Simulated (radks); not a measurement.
Task: All-electron atom: Re25+ in [Kr] 4d10 4f4 (the NIST ground configuration). All-electron calculation, non-relativistic Kohn-Sham, PBE, spin-polarised, spherical densities, point nucleus; open shells are filled with parallel spins first (spin-orbit coupling, left out, can overturn this in heavy ions); relativity is left out, which matters for an element this heavy. Program: a radial shooting solver on a logarithmic mesh with Libxc functionals. Some entries of the table are withheld. Estimate them.

| orbital | occ. | eigenvalue (eV) | <r> (bohr) | <r^2> (bohr^2) |
|---|---|---|---|---|
| 1s down | 1 | -66349.45 | 0.02020 | 0.0005450 |
| 1s up | 1 | -66349.44 | 0.02020 | 0.0005450 |
| 2s up | 1 | -11601.51 | 0.08529 | 0.008526 |
| 2s down | 1 | -11601.28 | 0.08529 | 0.008525 |
| 2p up | 3 | -11158.23 | 0.07214 | 0.006302 |
| 2p down | 3 | -11158.11 | 0.07213 | 0.006301 |
| 3s up | 1 | -3274.617 | 0.2157 | 0.05298 |
| 3s down | 1 | -3269.380 | 0.2155 | 0.05289 |
| 3p up | 3 | -3069.611 | 0.2059 | 0.04894 |
| 3p down | 3 | -3064.885 | 0.2057 | 0.04884 |
| 3d up | 5 | -2687.464 | 0.1804 | 0.03799 |
| 3d down | 5 | -2684.121 | 0.1802 | 0.03790 |
| 4s up | 1 | (1) | 0.4566 | 0.2340 |
| 4s down | 1 | (2) | 0.4572 | 0.2347 |
| 4p up | 3 | -1141.328 | 0.4578 | 0.2368 |
| 4p down | 3 | -1135.225 | 0.4585 | 0.2375 |
| 4d up | 5 | -981.2339 | 0.4562 | 0.2381 |
| 4d down | 5 | -974.9940 | 0.4573 | 0.2392 |
| 4f up | 4 | (3) | 0.4406 | (4) |
| 4f down | 0 | (5) | 0.4422 | (6) |

Result: 
(1) 4s up eigenvalue (eV): -1229.394
(2) 4s down eigenvalue (eV): -1223.296
(3) 4f up eigenvalue (eV): -774.0358
(4) 4f up <r^2> (bohr^2): 0.2234
(5) 4f down eigenvalue (eV): -767.0393
(6) 4f down <r^2> (bohr^2): 0.2253
